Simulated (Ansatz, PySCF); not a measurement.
Reaction (SMILES): F[Si](Br)Br -> Br[Si]Br + F atom (the F-Si bond at the site shown breaks; other sites are not compared here)
Each molecule is optimised on its own at B3LYP-D3(BJ)/def2-TZVP (Ansatz, a quantum-chemistry and plane-wave program). Unstable Hartree-Fock reference: Br[Si]Br.
Geometry of the first species:
```xyz
4

F     -0.0303     2.1031    -0.1605
Si    -0.0080     0.6736     0.5524
Br    -1.8389    -0.4313    -0.0847
Br     1.8499    -0.3789    -0.0950
```
Charge 0, spin multiplicity 2.

Quantity: bond dissociation energy (enthalpy at 298 K, with B3LYP-D3(BJ) rigid-rotor harmonic-oscillator terms from PySCF), in kcal/mol. Cores are frozen in the correlated levels unless marked. Open shells are spin-unrestricted. Spin-orbit coupling is left out. Frozen are the shells of the preceding noble gas and the d and f shells that filled before the atom's block. No relativistic terms. Basis-set limits of correlation are two-point, X^-3; Hartree-Fock from the larger set.

| level | program | bond dissociation energy (kcal/mol) |
|---|---|---|
| PBE/def2-TZVPD | Ansatz | 110.6 |
| BLYP-D3(BJ)/def2-TZVPD | Ansatz + dftd3 | ___ |
| revPBE-D4/def2-TZVPD | Ansatz + dftd4 | ___ |
| B3LYP-D4/def2-TZVPD | Ansatz + dftd4 | ___ |
| PBE0/6-31G* | Ansatz | 106.1 |
| PBE0/def2-TZVP | Ansatz | 108.2 |
| PBE0/def2-QZVPP | Ansatz | 108.9 |
| HSE06/def2-TZVPD | Ansatz | ___ |
| CAM-B3LYP-D4/def2-TZVPD | Ansatz + dftd4 | 110.8 |
| LC-wPBE-D4/def2-TZVPD | Ansatz + dftd4 | 116.3 |
| B2GP-PLYP-D4/def2-TZVPD | Ansatz + dftd4 | 108.9 |
| B2GP-PLYP/def2-TZVPD | Ansatz | 108.6 |
| B2PLYP-D3(BJ)/def2-TZVPD | Ansatz + dftd3 | 108.2 |
| RPA@PBE/def2-QZVPP | Ansatz | 98.5 |
| SCS-MP2/6-31G* | Ansatz | 104.8 |
| SCS-MP2/def2-SVP | Ansatz | 100.7 |
| SCS-MP2/def2-QZVPP | Ansatz | 111.8 |
| CCSD/STO-3G | Ansatz | 51.5 |
| CCSD(T)/CBS(def2-TZVPP,def2-QZVPP) | Ansatz | 110.0 |

Question: Some entries are withheld; supply them.

Answer: 
- BLYP-D3(BJ)/def2-TZVPD, bond dissociation energy (kcal/mol): 106.5
- revPBE-D4/def2-TZVPD, bond dissociation energy (kcal/mol): 107.1
- B3LYP-D4/def2-TZVPD, bond dissociation energy (kcal/mol): 106.7
- HSE06/def2-TZVPD, bond dissociation energy (kcal/mol): 108.1
